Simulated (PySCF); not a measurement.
**Removing an electron from `C[C@]12C[C@](B(F)F)(C1)C2`**

Species: C₆H₉BF₂.
Z-matrix (Å and degrees, PBE0-D3(BJ)/def2-SVP geometry), rows numbered from 1:
```
C 
C   1  1.4992
C   2  1.5480  1  127.53
C   3  1.5577  2   75.13  1  -179.84
B   4  1.5549  3  127.10  2  -178.12
F   5  1.3212  4  122.19  3  -123.84
F   5  1.3228  4  121.31  3    56.26
C   2  1.5481  1  127.47  3  -120.42
C   2  1.5476  1  127.34  3   119.49
H   1  1.1012  2  111.02  3   -59.55
H   1  1.1012  2  110.87  3  -179.55
H   1  1.1012  2  110.96  3    60.56
H   3  1.1023  2  116.75  1   -67.72
H   3  1.1018  2  116.85  1    67.78
H   8  1.1021  2  116.66  1    67.54
H   8  1.1021  2  116.68  1   -67.23
H   9  1.1018  2  116.90  1   -67.88
H   9  1.1024  2  116.74  1    67.64
```

Level: B3LYP/def2-SVPD (PySCF). Frontier orbitals with their largest atomic shares (Löwdin; up to four atoms above 4 %):

| orbital | ε (eV) | main atoms |
| --- | --- | --- |
| HOMO−3 | -9.11 | C4 30 %, C8 25 %, C3 10 %, C9 8 % |
| HOMO−2 | -8.77 | C2 24 %, C8 22 %, C9 11 %, C3 9 % |
| HOMO−1 | -8.76 | C2 22 %, C3 19 %, C9 17 %, C8 6 % |
| HOMO | -8.23 | ? |
| LUMO | -0.34 | B5 38 %, F6 15 %, F7 14 %, C4 11 % |
| LUMO+1 | 0.16 | B5 42 %, C9 6 %, C3 5 %, F7 5 % |
| LUMO+2 | 0.45 | C1 25 %, B5 12 %, H11 8 %, H10 8 % |

What vertical ionisation energy does ΔSCF give, and how far is −ε(HOMO) from it?

ΔSCF: 10.29 eV (993 kJ/mol; threshold wavelength 120 nm); ⟨S²⟩ of the doublet left behind is 0.752, against 0.75 for a pure doublet. −ε(HOMO) is 8.23 eV, 2.06 eV below it. For the exact functional −ε(HOMO) would equal the first vertical ionisation energy; B3LYP (global hybrid, 20 % exact exchange) falls short of its own ΔSCF value by 20 %.

On which atoms does the HOMO lie?

C4 (sp3 carbon bound to boron) 22 %, C2 (sp3 carbon at a ring junction) 16 %, C1 (methyl carbon) 14 %, B5 (three-coordinate boron) 12 %, so no atom holds as much as 40 %. The HOMO−1 lies 0.53 eV lower.

Shift the occupied levels rigidly so that −ε(HOMO) equals the ΔSCF value. What binding energies result?

The shift is +2.06 eV: HOMO 10.29, HOMO−1 10.82, HOMO−2 10.83, HOMO−3 11.17 eV. A rigid shift is only a rough guide to the deeper ionisations.

With α = 80.4 au, estimate the like-pair dispersion coefficient by London's formula C6 = (3/4)α²I.

I = 0.3783 Eh, so C6 ≈ 1830 au, a rough estimate.

Geometry: PBE0-D3(BJ)/def2-SVP, one conformer, isolated molecule.
